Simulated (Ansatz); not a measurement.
Cost and result up the ladder for (ClBe-mu-H)2 (Be2H2Cl2) (6 atoms). Charge 0, multiplicity 1. Geometry: PBE-D4/def2-TZVP.

Cartesian coordinates in Å:
```
Be 0.626 0.541 0.546
Be -0.626 -0.541 -0.545
Cl 1.777 1.537 1.550
Cl -1.778 -1.537 -1.550
H -0.575 0.910 -0.243
H 0.576 -0.910 0.242
```

Ansatz on 2 threads of AMD EPYC 7R43 on a shared host. Times are rough, and most runs start from the orbitals of an earlier one. ωB97X-V/def2-TZVP serves as the yardstick here, not as an exact answer. Differences are given only for rows in sets of like size (and for xTB, whose basis is part of the method), since another set adds its own error. Binding counts from free atoms at the same level (Be singlet, Cl doublet, H doublet; other spins of the atoms weren't run), without zero-point energy or a counterpoise term.

B3LYP takes the VWN-RPA correlation. HSE06 is defined as in plane-wave codes, on full-range PBE exchange. Correlated methods freeze 10 core orbitals.

Correlated methods converge slowly with the basis.

```csv
level,functions,binding energy per atom (eV),difference from ωB97X-V/def2-TZVP (eV)
r2SCAN-D4/def2-TZVP,124,3.01,0.08
CCSD(T)/def2-TZVPP,150,2.76,-0.18
MP2/def2-TZVP,124,2.84,-0.09
B3LYP-D4/def2-TZVP,124,2.94,0.00
ωB97X-V/def2-TZVP,124,2.93,0.00
PBE0-D4/def2-SVP,64,2.96,–
PBE0-D4/def2-TZVP,124,2.95,0.01
PBE-D4/def2-TZVP (with forces),124,2.97,0.03
PBE-D4/def2-SVP,64,2.99,–
HSE06-D4/def2-TZVP,124,2.95,0.01
```

**Question.** Estimate how long each takes.

**Answer.** PBE-D4/def2-SVP 0.9 s; PBE0-D4/def2-SVP 1.1 s; PBE-D4/def2-TZVP (with forces) 1.6 s; MP2/def2-TZVP 1.6 s; HSE06-D4/def2-TZVP 1.9 s; B3LYP-D4/def2-TZVP 1.9 s; PBE0-D4/def2-TZVP 2.3 s; r2SCAN-D4/def2-TZVP 3 s; ωB97X-V/def2-TZVP 5 s; CCSD(T)/def2-TZVPP 24 s. On shared hardware such times vary by a factor of up to 3.
